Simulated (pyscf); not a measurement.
Elementary routes open to `[O]1[SiH2][AsH]1` in the gas phase (singlet surface):
A. `[SiH][O][AsH2]` [singlet] (As–Si, H–Si broken; As–H formed)
B. `[SiH3][O][As]` [singlet] (As–Si, As–H broken; H–Si formed)

Optimised with ωB97X-D3(BJ)/def2-SVP in PySCF. MP2 and CC: frozen core, UHF for open shells. ΔMP2 is the change of the MP2 total energy from the triple- to the quadruple-zeta basis.

Question: Rank the routes by free-energy barrier at 1200 K, lowest first, for CCSD(T)/def2-TZVPP + ΔMP2(QZVPP) energies (ideal gas, 1 atm, RRHO with modes under 100 cm⁻¹ raised to 100, one conformer, R ln 2 for chiral ones without a mode under 150 cm⁻¹).

Answer: A (28.8 kcal/mol), B (35.2 kcal/mol)

Route A is the fastest of these, ahead of the next by 6.4 kcal/mol. The most stable products are those of A (ΔG = +11.1 kcal/mol), so kinetics and thermodynamics agree. At 298 K A is still the fastest. H₃Si–O–As: [singlet] is an excited spin state; a restricted singlet puts such a state too high. Only these routes are compared; each barrier is that of the saddle found, and lower ones may exist. 3 of the closed-shell references are unstable towards spin polarisation; treat their single-reference values with care. The CCSD(T) − MP2 part came from Ansatz, without density fitting, on the same reference. The largest closed-shell T1 diagnostic is 0.085, which may signal static correlation. The frozen core leaves the outer d or s,p core shells of the metals and heavy elements correlated in the MP2 and CC values, and def2-TZVPP describes them poorly, which can shift differences by a few kcal/mol. Elements up to Kr have no core potential and no relativistic terms here.
